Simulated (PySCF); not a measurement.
**Spin states and ions at one geometry of WH4**

PySCF 2.14.0, UKS PBE0, W def2-SVP with ECP60, H def2-SVP; non-relativistic Hamiltonian with scalar-relativistic core potentials where named; density fitting; no spin-orbit coupling; singlets restricted, open shells unrestricted. The geometry is relaxed for charge 0, triplet, vacuum (a saddle point, kept by symmetry):

```xyz
5

W     0.1761   -0.1761    0.0000
H     1.6797    0.8074    0.0000
H    -0.2496    1.4483    0.0000
H    -1.4483    0.2496    0.0000
H    -0.8074   -1.6797    0.0000
```

Energies count from the relaxed state; an electron taken off or put on is at rest in vacuum. Charges and spins are Mulliken's.

```
                     state  energy (eV)  spin squared  charge on W1 (e)  spin on W1 (e)  dipole about the centre of mass (D)
 charge 0, triplet, vacuum         0.00          2.01              0.66            2.18                                 1.54
 charge 0, singlet, vacuum         1.05          0.00              0.63            0.00                                 1.38
 charge 0, quintet, vacuum         1.74          6.02              0.50            3.68                                 0.11
charge +1, quartet, vacuum         9.77          3.76              0.78            1.95                                 1.59
charge -1, doublet, vacuum        -1.41          1.75             -0.18            1.03                                 1.74
charge -1, quartet, vacuum        -2.17          3.77             -0.17            3.30                                 2.01
```

What does the state charge +1, doublet, vacuum give?

energy (eV) 9.68, spin squared 1.81, charge on W1 (e) 0.79, spin on W1 (e) 2.39, dipole about the centre of mass (D) 1.50.

With an electron taken off (doublet, the lower of the two states computed) the charges change, summed by element, by W +0.13 e, H +0.87 e. The vertical ionisation energy is 9.68 eV, against −ε(HOMO) = 7.48 eV over both spins of the relaxed state. The level lies 2.2 eV too high, as is usual for semilocal functionals and global hybrids, which keep a self-interaction error.

With an electron put on (quartet, the lower of the two states computed) the charges change, summed by element, by W -0.82 e, H -0.18 e. The vertical electron affinity is 2.17 eV, against −ε(LUMO) = 4.31 eV over both spins of the relaxed state. The basis has no diffuse functions, which an added electron needs.

Open shells may have lower solutions than those found. Spin squared well over S(S+1) tells of spin contamination.
